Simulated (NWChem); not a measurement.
Everything below was run with NWChem. System: CH₇InS, charge 0, spin multiplicity 1, at a geometry optimised with B3LYP/def2-SVP with def2 effective core potentials on In. The structure started from a generated list of species. Level: MP2/def2-TZVP with def2 effective core potentials on In, 10 core orbitals frozen.

NWChem printed:

```
             Northwest Computational Chemistry Package (NWChem) 7.3.0
             --------------------------------------------------------

                                NWChem Input Module
                                -------------------

 Scaling coordinates for geometry "geometry" by  1.889725989
 (inverse scale =  0.529177249)

 Turning off AUTOSYM since
 SYMMETRY directive was detected!

                             Geometry "geometry" -> ""
                             -------------------------

 Output coordinates in angstroms (scale by  1.889725989 to convert to a.u.)

  No.       Tag          Charge          X              Y              Z
 ---- ---------------- ---------- -------------- -------------- --------------
    1 In                  49.0000     0.49826300     0.50920100     0.00000000
    2 H                    1.0000     1.34225100     0.26912900     1.51134400
    3 H                    1.0000     1.34225100     0.26912900    -1.51134400
    4 C                    6.0000    -1.43644600     1.55343900     0.00000000
    5 H                    1.0000    -2.02538300     1.30821500    -0.89726200
    6 H                    1.0000    -1.25913300     2.64136200     0.00000000
    7 H                    1.0000    -2.02538300     1.30821500     0.89726200
    8 S                   16.0000    -0.63041900    -2.24870300     0.00000000
    9 H                    1.0000    -1.54206600    -2.04414400     0.97906100
   10 H                    1.0000    -1.54206600    -2.04414400    -0.97906100

 Effective nuclear repulsion energy (a.u.)     334.8952110153

            Nuclear Dipole moment (a.u.)
            ----------------------------
        X                 Y               Z
 ---------------- ---------------- ----------------
    -0.0000415740    -0.0000056692     0.0000000000

      Symmetry information
      --------------------

 Group name             Cs
 Group number              2
 Group order               2
 No. of unique centers     7

      Symmetry unique atoms

     1    2    4    5    6    8    9


 Summary of "ao basis" -> "" (spherical)
 ------------------------------------------------------------------------------
       Tag                 Description            Shells   Functions and Types
 ---------------- ------------------------------  ------  ---------------------
 *                         def2-tzvp                  on all atoms

 Summary of "ao basis" -> "ao basis" (spherical)
[...]
    4 C    6     6.69   0.85  1.12  0.46  0.71  0.14  1.21  1.51  0.63  0.01  0.03  0.00
    5 H    1     0.89   0.26  0.49  0.12  0.02
    6 H    1     0.88   0.26  0.49  0.11  0.02
    7 H    1     0.89   0.26  0.49  0.12  0.02
    8 S   16    16.26   2.01  0.49  1.48  1.05  0.80  4.18  1.69  0.87  2.41  1.16  0.04  0.08  0.01
    9 H    1     0.81   0.23  0.48  0.09  0.02
   10 H    1     0.81   0.23  0.48  0.09  0.02

       Multipole analysis of the density wrt the origin
       ------------------------------------------------

     L   x y z        total         open         nuclear
     -   - - -        -----         ----         -------
     0   0 0 0      0.000000      0.000000     50.000000

     1   1 0 0     -0.902808      0.000000    -26.364297
     1   0 1 0     -0.629287      0.000000    -26.943016
     1   0 0 1     -0.000000      0.000000      0.000000

     2   2 0 0    -36.140409      0.000000    150.347800
     2   1 1 0      4.093112      0.000000     46.506823
     2   1 0 1      0.000000      0.000000      0.000000
     2   0 2 0    -33.763708      0.000000    427.571510
     2   0 1 1      0.000000      0.000000      0.000000
     2   0 0 2    -36.864953      0.000000     28.909910

                   NWChem MP2 Semi-direct Energy/Gradient Module
                   ---------------------------------------------

  Basis functions       =    160
  Molecular orbitals    =    160
  Frozen core           =     10
  Frozen virtuals       =      0
  Active alpha occupied =     15
  Active beta occupied  =     15
  Active alpha virtual  =    135
  Active beta virtual   =    135
  Use MO symmetry       = T
  Use skeleton AO sym   = T

  AO/Fock/Back tols     =   1.0D-09  1.0D-09  1.0D-09

 GA uses MA = F    GA memory limited = T

 Available:
  local mem=  1.15D+08
 global mem=  1.31D+08
 local disk=  0.00D+00
  mp2_memr nvloc                   135
  nvloc new                   135
   1 passes of  15:        5242880                     153433                  83551964.
   1 passes of  15: M    114662810           G      131020800           F     109419930.

 Semi-direct pass number   1 of   1  for RHF alpha+beta  at       12.6s
  vrange nnbf                 12129
  mp2_eaftype                   318  avail_ma_in_mb                   999
 EAF : mp2_eaftype filesize         318   41775982.
  mp2_eaf for mointskh                    318
Node 0 wrote    196.5 Mb in      0.1 s     Agg I/O rate:  1505.6 Mb/s
 Done moints_semi at       30.8s
  mp2_eaftype                   318  avail_ma_in_mb                   681
 EAF : mp2_eaftype filesize         318   41775982.
  mp2_eaf for kh                   318
 Done maket at       31.7s
 Done multipass loop at       31.7s

          -------------------------------------------
          SCF energy                -628.680106999115
          Correlation energy          -0.656594581015
          Singlet pairs               -0.399373955929
          Triplet pairs               -0.257220625086
          Total MP2 energy          -629.336701580131
          -------------------------------------------

          ---------------------------------------------------
                    Spin Component Scaled (SCS) MP2
          Same spin pairs                     -0.171480416724
          Same spin scaling factor             0.333333333333
          Opposite spin pairs                 -0.485114164291
          Opposite spin scaling fact.          1.200000000000
          SCS-MP2 correlation energy          -0.639297136057
          Total SCS-MP2 energy              -629.319404135173
          ---------------------------------------------------

 -----------------------
 Performance information
 -----------------------

 Timer overhead =  1.94D-07 seconds/call

               Nr. of calls         CPU time (s)                 Wall time (s)                GFlops
             ---------------    -------------------     ------------------------------   -------------------
Name         Min   Avg   Max    Min     Avg     Max     Min     Avg     Max   Mx/calls   Min     Max     Sum
mp2: moin     1     1     1    18.     18.     18.      18.     18.     18.     18.      0.0     0.0     0.0
mp2: make     1     1     1   0.86    0.86    0.86     0.86    0.86    0.86    0.86      0.0     0.0     0.0
mp2: tota     1     1     1    19.     19.     19.      19.     19.     19.     19.      0.0     0.0     0.0

 The average no. of pstat calls per process was 3.00D+00
 with a timing overhead of 5.83D-07s

 Task  times  cpu:       31.6s     wall:       31.6s

 Total times  cpu:       31.7s     wall:       31.7s
```

Problem. Write an NWChem input that would produce this output.

Solution. One answer among several that fit: 
```
start mol
memory heap 200 mb stack 800 mb global 1000 mb
geometry units angstroms nocenter noautoz
  In     0.498263     0.509201     0.000000
  H      1.342251     0.269129     1.511344
  H      1.342251     0.269129    -1.511344
  C     -1.436446     1.553439     0.000000
  H     -2.025383     1.308215    -0.897262
  H     -1.259133     2.641362     0.000000
  H     -2.025383     1.308215     0.897262
  S     -0.630419    -2.248703     0.000000
  H     -1.542066    -2.044144     0.979061
  H     -1.542066    -2.044144    -0.979061
  symmetry group Cs
end
basis spherical
  * library def2-tzvp
end
ecp
  In library def2-ecp
end
scf
  rhf
  nopen 0
  maxiter 100
  thresh 1e-7
  semidirect memsize 60000000 filesize 0
end
mp2
  freeze core 10
end
task mp2 energy
```
